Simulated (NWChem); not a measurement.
System: BeNH₃; SMILES [BeH][NH2]

Input file for NWChem:

```
start job
memory heap 200 mb stack 900 mb global 1100 mb
geometry units angstroms noautosym nocenter noautoz
  Be    -0.000985    -0.943254     0.000000
  H     -0.003746    -2.278947     0.000000
  N     -0.000199     0.560661     0.000000
  H     -0.000238     1.152811    -0.824568
  H     -0.000238     1.152811     0.824568
end
basis spherical
  Be library pcsseg-1
  H library pcsseg-1
  N library pcsseg-1
end
dft
  xc xpbe96 cpbe96
  iterations 150
end
property
  shielding 4 1 2 3 4
end
task dft property
```

NWChem printed, in part:

```
             Northwest Computational Chemistry Package (NWChem) 7.3.0
             --------------------------------------------------------

                             Geometry "geometry" -> ""
                             -------------------------

 Output coordinates in angstroms (scale by  1.889725989 to convert to a.u.)

  No.       Tag          Charge          X              Y              Z
 ---- ---------------- ---------- -------------- -------------- --------------
    1 Be                   4.0000    -0.00098500    -0.94325400     0.00000000
    2 H                    1.0000    -0.00374600    -2.27894700     0.00000000
    3 N                    7.0000    -0.00019900     0.56066100     0.00000000
    4 H                    1.0000    -0.00023800     1.15281100    -0.82456800
    5 H                    1.0000    -0.00023800     1.15281100     0.82456800

 Effective nuclear repulsion energy (a.u.)      22.5395473387

  pbe96 is a nonlocal functional; adding pw91lda local functional.
                              NWChem Property Module
                              ----------------------

  itol2e modified to match energy
  convergence criterion.

                                 NWChem DFT Module
                                 -----------------

 Summary of "ao basis" -> "ao basis" (spherical)
 ------------------------------------------------------------------------------
       Tag                 Description            Shells   Functions and Types
 ---------------- ------------------------------  ------  ---------------------
 Be                         pcsseg-1                 6       12   3s3p
 H                          pcsseg-1                 3        5   2s1p
 N                          pcsseg-1                 7       17   3s3p1d

  itol2e modified to match energy
  convergence criterion.

[...]

          -----------------------------------------
          Chemical Shielding Tensors (GIAO, in ppm)
          -----------------------------------------

                                NWChem CPHF Module
                                ------------------

  scftype          =     RHF
  nclosed          =        7
  nopen            =        0
  variables        =      259
  # of vectors     =        3
  tolerance        = 0.10D-03
  level shift      = 0.00D+00
  max iterations   =       50
  max subspace     =       30

 SCF residual:    8.1220970991670842E-005

Iterative solution of linear equations
  No. of variables      259
  No. of equations        3
  Maximum subspace       30
        Iterations       50
       Convergence  1.0D-04

   iter   nsub   residual    time
   ----  ------  --------  ---------
     1      3    2.97D-05       5.0

      Atom:    1  Be
        Diamagnetic
    141.0380      0.0052      0.0000
      0.0052    157.5589      0.0000
      0.0000      0.0000    144.5776

        Paramagnetic
    -81.2165      0.0762      0.0000
      0.0762    -14.1457     -0.0000
      0.0000     -0.0000    -81.1663

        Total Shielding Tensor
     59.8215      0.0815      0.0000
      0.0815    143.4131     -0.0000
      0.0000     -0.0000     63.4113

           isotropic =      88.8820
          anisotropy =      81.7968

          Principal Components and Axis System
                 1           2           3
              143.4132     63.4113     59.8214

      1         0.0010      0.0000      1.0000
      2         1.0000      0.0000     -0.0010
      3        -0.0000      1.0000     -0.0000

      Atom:    2  H
        Diamagnetic
     25.2782      0.0111      0.0000
      0.0111     32.2615     -0.0000
      0.0000     -0.0000     26.1036

        Paramagnetic
      0.8189     -0.0064     -0.0000
     -0.0064     -1.5130     -0.0000
     -0.0000     -0.0000      0.3352

        Total Shielding Tensor
     26.0970      0.0048     -0.0000
      0.0048     30.7485     -0.0000
     -0.0000     -0.0000     26.4388

           isotropic =      27.7614
          anisotropy =       4.4806

          Principal Components and Axis System
                 1           2           3
               30.7485     26.4388     26.0970

      1         0.0010     -0.0000      1.0000
      2         1.0000      0.0000     -0.0010
      3        -0.0000      1.0000      0.0000

      Atom:    3  N
        Diamagnetic
    302.1346     -0.0094     -0.0000
     -0.0094    327.2787      0.0000
     -0.0000      0.0000    323.3349

        Paramagnetic
    -79.6963      0.0539     -0.0000
      0.0539    -42.1179     -0.0000
     -0.0000     -0.0000   -159.1178

        Total Shielding Tensor
    222.4383      0.0445     -0.0000
      0.0445    285.1608     -0.0000
     -0.0000     -0.0000    164.2171

           isotropic =     223.9388
          anisotropy =      91.8332

          Principal Components and Axis System
                 1           2           3
              285.1609    222.4383    164.2171

      1         0.0007      1.0000      0.0000
      2         1.0000     -0.0007      0.0000
      3        -0.0000     -0.0000      1.0000

      Atom:    4  H
        Diamagnetic
     23.3658     -0.0026      0.0007
     -0.0026     32.5570     -8.1073
      0.0007     -8.1073     37.1920

        Paramagnetic
      2.0840      0.0025     -0.0004
      0.0025     -0.8371      1.7673
     -0.0004      1.7673     -4.4893

[...]
```

Level: PBE/pcSseg-1, GIAO. Geometry: optimised at PBE0/def2-SVP. The printed shielding anisotropy is the first printed principal value minus the mean of the other two.
